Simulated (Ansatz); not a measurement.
```yaml
crystal:
  periodic: [false, false, false]
  atoms:
    - {symbol: Si, position_ang: [0.075454, 1.191755, 0.126697]}
    - {symbol: O, position_ang: [-0.190298, -0.436096, 0.255073]}
    - {symbol: Ga, position_ang: [0.079942, -1.775001, -0.910769]}
    - {symbol: Cl, position_ang: [-0.018604, -3.818218, 0.030310]}
    - {symbol: H, position_ang: [0.149806, 1.656414, -1.282825]}
    - {symbol: H, position_ang: [1.145079, 1.539018, 1.029955]}
    - {symbol: H, position_ang: [-1.238546, 1.752552, 0.698426]}
basis:
  gaussian: {orbitals: cc-pVTZ-DK}
magnetization: {spin_polarized: false, initial_magnetization: 1}
hamiltonian: {xc: {name: CAM-B3LYP}}
```

```sh
$ ansatz run in.yaml --threads 4 --pin off --events-out ev --progress --plain --max-ram 10444MiB
```

It prints (some lines left out):

```
Functional definition: CAM-B3LYP
1323 factors; their error is unknown
283 factors; integrals over basis functions are off by at most 1.9e-5 eV
mean field evaluation 1: about -75449.1068 eV, gradient 6.0e1 eV
mean field evaluation 2: about -75419.8202 eV, gradient 1.2e2 eV
mean field evaluation 4: about -75455.5033 eV, gradient 8.1e0 eV
mean field evaluation 8: about -75455.6507 eV, gradient 1.1e-1 eV
mean field evaluation 16: about -75455.8922 eV, gradient 9.6e-5 eV
mean field -75455.89224056 eV, -2772.9528940000 hartree, gradient 4.1e-5 eV, S^2 0.750000; 0 other end points of the search recorded, 0 dependent functions left out
reference -75455.89237586 eV, -2772.9528989719 hartree; 37, 36 occupied and 146, 147 virtual orbitals, 1323 factors
Total energy: -75455.89237586 eV, -2772.9528989719 hartree
Relativity: scalar
```

It took 3.4 s on 4 threads of an Intel Xeon Platinum 8375C on a shared host, with 0.84 GiB of host memory at the peak.
